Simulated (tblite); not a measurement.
Start geometry of `CC(=O)C1=CC[C]=CC1` [radical] from a force field or distance geometry (Å):
```
atom  x, y, z in Å
C1     2.6164   -0.2911   -0.5170
C2     1.4994   -0.7596    0.3474
O3     1.7499   -1.6817    1.1733
C4     0.1723   -0.1623    0.2524
C5    -0.1269    0.8020   -0.5799
C6    -1.4821    1.3909   -0.6725
C7    -2.4845    0.3399   -0.4794
C8    -2.2389   -0.6327    0.3923
C9    -0.9581   -0.6357    1.1345
H10    3.3835   -1.0697   -0.5737
H11    2.2260   -0.1081   -1.5436
H12    3.0489    0.6749   -0.1705
H13    0.6223    1.2095   -1.2517
H14   -1.6118    1.8188   -1.6839
H15   -1.6266    2.1419    0.1308
H16   -2.9997   -1.4091    0.5349
H17   -0.7877   -1.6657    1.4882
H18   -1.0111    0.0442    2.0069
```

Question: What comes out of this run: tblite 0.8.0, GFN2-xTB geometry optimisation, gas phase?

Answer: 
```
atom  x, y, z in Å
C1     2.6133   -0.2135   -0.4608
C2     1.4856   -0.8047    0.3527
O3     1.6761   -1.7376    1.1028
C4     0.1363   -0.2010    0.2082
C5    -0.1202    0.8224   -0.6101
C6    -1.4865    1.4348   -0.7843
C7    -2.4882    0.5420   -0.1992
C8    -2.3218   -0.4719    0.5904
C9    -0.9223   -0.8502    1.0559
H10    3.5236   -0.7708   -0.2548
H11    2.3875   -0.2777   -1.5224
H12    2.7640    0.8302   -0.1954
H13    0.6515    1.2577   -1.2282
H14   -1.6713    1.5970   -1.8514
H15   -1.5183    2.4186   -0.3013
H16   -3.1270   -1.0846    0.9642
H17   -0.7982   -1.9360    1.0212
H18   -0.7929   -0.5483    2.1009
```

The energy falls by 10.2 kcal/mol over 101 L-BFGS steps, the largest force on an atom goes from 3.71 to 0.009 eV/Å, and the atoms move by 0.336 Å rms after alignment. The bond that changes most is C2=O3 (ends: carbon bonded to 2 C and O; oxygen bonded to C), which shortens by 0.051 Å. Bonds longer at the end by more than 0.005 Å: 5 of 18; shorter: 12. Among the angles that change most is C6–C7–C8, from 119.0° to 129.3°. Among the dihedrals that turn most is C4–C5–C6–H15, from 81° to 107°. Rotational constants go from 3471, 1219, 946.8 to 3370, 1233, 923.3 MHz. The orientation of the end geometry is arbitrary; only internal coordinates are fixed.

Time: 0.76 s. Hardware: an Arm Neoverse V1 with one thread, shared host with 32 logical CPUs at a one-minute load of 53.

Its GFN2-xTB frequencies are all real (lowest 32 cm⁻¹). 2 starts were optimised and ended at 0.00 and 0.07 kcal/mol (GFN2-xTB); the lowest of these is shown.

One conformer stands for the species.

These are computed values.
